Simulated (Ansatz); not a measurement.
A run for Ansatz (a program for electronic structure): R-CCSD(T)/cc-pV(D+d)Z on C2H6Si (SMILES C[Si]C), a point of a torsion scan. Files ending in .json are basis or fitting sets from the Basis Set Exchange.

Ansatz 0.2 input:
```yaml
crystal:
  periodic: [false, false, false]
  atoms:
    - {symbol: C, position_ang: [1.47007825, -0.02991588, 0.06844624]}
    - {symbol: Si, position_ang: [0.01596591, 0.19014953, -1.17792289]}
    - {symbol: C, position_ang: [-1.46620945, 0.20703502, 0.04943719]}
    - {symbol: H, position_ang: [2.01771956, -0.94641115, -0.14734411]}
    - {symbol: H, position_ang: [2.18274295, 0.78764448, -0.03151559]}
    - {symbol: H, position_ang: [1.15810977, -0.07004657, 1.11329756]}
    - {symbol: H, position_ang: [-1.51362375, -0.71668228, 0.62755537]}
    - {symbol: H, position_ang: [-2.41827012, 0.31636331, -0.46648864]}
    - {symbol: H, position_ang: [-1.38387089, 1.03212708, 0.75806124]}
basis:
  gaussian:
    orbitals: cc-pV_D+d_Z.json
magnetization: {spin_polarized: false}
correlation: {method: ccsd_t, electrons: outside_noble_gas}
scf: {lower_state_search: off}
```

The head of its log:

```
Functional definition: HF
[...]
these checks for a lower state are left out or cut short: stability, starts, cluster_reference, orbital_swaps, neighbouring_geometries, increment
integrals: 0.07 GiB planned
779 factors; integrals over basis functions are off by at most 9.1e-4 eV
mean field: 0.15 GiB planned
mean field evaluation 1: about -10014.4012 eV, gradient 3.0e1 eV
mean field evaluation 2: about -10014.4018 eV, gradient 3.0e1 eV
mean field evaluation 4: about -10016.9390 eV, gradient 2.6e0 eV
mean field evaluation 8: about -10016.9785 eV, gradient 5.9e-5 eV
mean field -10016.97851321 eV, -368.1171706086 hartree, gradient 6.2e-7 eV, S^2 0.000000; 0 other end points of the search recorded, 0 dependent functions left out
7 core orbitals not correlated
reference -10016.97851321 eV, -368.1171706086 hartree; 9, 9 occupied and 65, 65 virtual orbitals, 779 factors
```

### Question
Give the final energy of this run.

### Answer
-368.5577 hartree (reference determinant -368.1172, T1 diagnostic 0.011).
